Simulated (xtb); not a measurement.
SiHF2Br, SMILES F[SiH](F)Br. All values are semi-empirical tight-binding results from xtb (GFN2-xTB unless named), good for trends rather than for accurate numbers. The structure is a stationary point at GFN2-xTB.

```json
{
  "point_group_as_xtb_finds_it": "Cs",
  "orbital_gap": "6.61 eV",
  "zero_point_energy": "9.6 kcal/mol",
  "G − E(el) at 298.15 K (modified RRHO)": "-9.3 kcal/mol",
  "static polarisability (D4 model)": "58.5 bohr³",
  "solvation energy, GFN2-xTB/ALPB(water)": "1.4 kcal/mol",
  "solvation energy, GFN2-xTB/ALPB(chcl3)": "-2.0 kcal/mol"
}
```
